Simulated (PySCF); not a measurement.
**Ionising PbI**

UHF-CCSD(T); Pb def2-SVP with ECP60, I def2-SVP with ECP28; scalar-relativistic core potentials (PySCF 2.14). Neutral (UHF): doublet (π ↑), Re = 2.852 Å, ωe = 164 cm⁻¹, De = 2.52 eV.

PbI⁺ (RHF): singlet (closed shell), Re = 2.722 Å, ωe = 200 cm⁻¹. The energies at the minima are -488.75280 hartree for PbI and -488.51516 for PbI⁺.

Q: Work out the adiabatic ionisation energy, without and with harmonic zero-point energies (1 hartree = 27.2114 eV, 1 eV = 8065.5 cm⁻¹), and the change of the bond length.

A: At CCSD(T): 0.23764 hartree = 6.467 eV between the minima; the zero-point term (200.0 − 164.0)/2 cm⁻¹ = +0.002 eV makes it 6.469 eV. Re changes by -13.0 pm against the neutral. The electron leaves a π orbital, and the shorter bond of the ion fits an antibonding orbital, or a change in how ionic the bond is.

Correlated steps freeze 8 core orbitals. Correlated levels converge slowly with the basis: in double zeta they bind strong bonds too weakly, by up to about 1 eV, and carry superposition errors of some tenths. Spin–orbit coupling is left out, which matters for elements this heavy, above all for dissociation energies. States were picked by a PBE0 search and need not be the measured ground states.

Neutral and ion stand on different kinds of reference determinant, which adds to the error of the difference.
